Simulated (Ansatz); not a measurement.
Compare A (`C[C@@H]1CCC[C@@H]1C`) with its isomer B (`C1CCCCCC1`).

Isolated molecules relaxed with PBE0-D4/def2-TZVP in Ansatz; ΔE leaves out vibrations. CCSD(T)/CBS adds triple-zeta CCSD(T) − MP2 to the extrapolated MP2 energy (def2 sets, frozen cores). Functionals use def2-TZVPP. B3LYP here is the variant with VWN-RPA as its local correlation; programs differ in this.

Task: Which is lower in electronic energy at CCSD(T)/CBS, and by how much? (Estimate.)

Result: Computed: A, by 2.1 kcal/mol.

Task: Give E(B) − E(A) in kcal/mol with ωB97M-V, CCSD(T)/def2-TZVPP, B3LYP, LDA (SPW92), B3LYP-D4, CCSD/def2-TZVPP, PBE-D4. (Best estimate.)

Result: Ansatz gave: ωB97M-V 2.1, CCSD(T)/def2-TZVPP 2.4, B3LYP 1.0, LDA (SPW92) 1.1, B3LYP-D4 1.0, CCSD/def2-TZVPP 2.1, PBE-D4 1.5. None reverses the order clearly.

Largest T1 diagnostic: 0.009.

Leaving LDA and LC-ωPBE aside and taking each functional with its dispersion term where it has one, the values, not all of them listed here, spread over 1.3 kcal/mol, from BHLYP-D4 to PBE-QIDH. In def2-TZVPP, CCSD(T) changes the Hartree–Fock value by +1.3 kcal/mol (the triples alone add +0.3 kcal/mol) and MP2 by +2.1 kcal/mol.
